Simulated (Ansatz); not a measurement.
A nudged elastic band was laid between two geometries of a periodic cell of 17 atoms, TiSi16 (host Si, host structure diamond, interstitial Ti).

These are results of DFT PBE-D3(BJ), scalar-relativistic, plane waves, PAW (Ansatz 0.2.0), not measurements. Settings: PAW set soft_1, cutoff 420 eV, k mesh 2x2x2, gaussian smearing 0.05 eV, no spin polarisation.

```json
{"movable images": "5", "climbing image": "yes", "spring": "5.0 eV/Å²", "optimiser": "quadratic models (default)", "start path": "straight line", "force threshold": "0.03 eV/Å", "iteration limit": "48", "end points": "relaxed"}
```

First end point:

```xyz
17
Lattice="0.0000 5.4300 5.4300 5.4300 0.0000 5.4300 5.4300 5.4300 0.0000" Properties=species:S:1:pos:R:3
Si -0.034 -0.001 0.001
Si 1.314 1.402 1.403
Si 2.717 2.751 0.002
Si 4.091 4.056 1.375
Si 2.716 0.001 2.752
Si 4.091 1.373 4.057
Si 5.433 2.714 2.716
Si 6.774 4.057 4.058
Si 0.000 2.715 2.715
Si 1.314 4.027 4.028
Si 2.717 5.429 2.680
Si 4.118 6.832 4.028
Si 2.716 2.679 5.430
Si 4.118 4.028 6.832
Si 5.467 5.430 5.430
Si 6.774 6.803 6.804
Ti 2.716 5.430 5.430
```

Last end point:

```xyz
17
Lattice="0.0000 5.4300 5.4300 5.4300 0.0000 5.4300 5.4300 5.4300 0.0000" Properties=species:S:1:pos:R:3
Si 0.016 0.018 0.013
Si 1.358 1.361 1.354
Si 2.700 2.702 0.013
Si 4.074 4.074 1.319
Si 2.699 0.019 2.696
Si 4.073 1.324 4.069
Si 5.476 2.672 2.668
Si 6.824 4.076 4.069
Si 0.016 2.702 2.696
Si 1.322 4.074 4.071
Si 2.672 5.476 2.669
Si 4.074 6.826 4.071
Si 2.670 2.673 5.472
Si 4.073 4.075 6.821
Si 5.476 5.477 5.473
Si 6.790 6.789 6.786
Ti 4.074 4.074 4.071
```

Problem. What changes between the two ends?

Solution. Contacts lost: Si1–Ti17, Si2–Ti17, Si3–Ti17, Si5–Ti17. Contacts made: Si4–Ti17, Si6–Ti17, Si7–Ti17, Si8–Ti17. The atom that moves furthest is Ti17, by 2.35 Å.

Problem. Give the energies along the band, and the barrier.

Solution. The run converged. The highest image is number 3 of 0 to 6, 1.71 eV above the ends, which have the same energy within 2 meV. By the program's own check the climbing image is of a kind that is not told: the force calls were inconclusive, a negative curvature could not be distinguished from the path's own, the only one lies far off the path, or fixed occupations may fill a level only in part (lowest curvatures found: -4.39 and 0.11 eV/Å²). Limits of this set-up: coarse k mesh.

| image | path coordinate (Å) | energy (eV) | Si1–Ti17 (Å) | Si2–Ti17 (Å) | Si3–Ti17 (Å) |
| --- | --- | --- | --- | --- | --- |
| 0 | 0.00 | 0.00 | 2.75 | 2.43 | 2.75 |
| 1 | 0.54 | 0.12 | 2.84 | 2.41 | 2.84 |
| 2 | 1.08 | 1.02 | 3.12 | 2.67 | 3.12 |
| 3 | 1.62 | 1.71 | 3.51 | 3.19 | 3.51 |
| 4 | 2.17 | 1.02 | 3.94 | 3.77 | 3.94 |
| 5 | 2.71 | 0.12 | 4.33 | 4.31 | 4.33 |
| 6 | 3.25 | 0.00 | 4.50 | 4.70 | 4.50 |

Problem. What is the geometry of the highest image?

Solution. 
```xyz
17
Lattice="0.0000 5.4300 5.4300 5.4300 0.0000 5.4300 5.4300 5.4300 0.0000" Properties=species:S:1:pos:R:3
Si -0.007 -0.070 -0.072
Si 1.551 1.166 1.164
Si 2.788 2.724 -0.072
Si 4.002 4.145 1.348
Si 2.787 -0.070 2.722
Si 4.002 1.350 4.143
Si 5.238 2.909 2.907
Si 6.797 4.145 4.143
Si 0.190 2.527 2.525
Si 1.230 3.963 3.961
Si 2.606 5.542 2.586
Si 4.184 6.917 3.961
Si 2.606 2.588 5.540
Si 4.184 3.963 6.915
Si 5.559 5.542 5.540
Si 6.599 6.978 6.976
Ti 3.395 4.752 4.750
```

Time of the run: 7 min on 1 thread of Arm Neoverse V2 (shared host), peak memory 0.88 GiB.
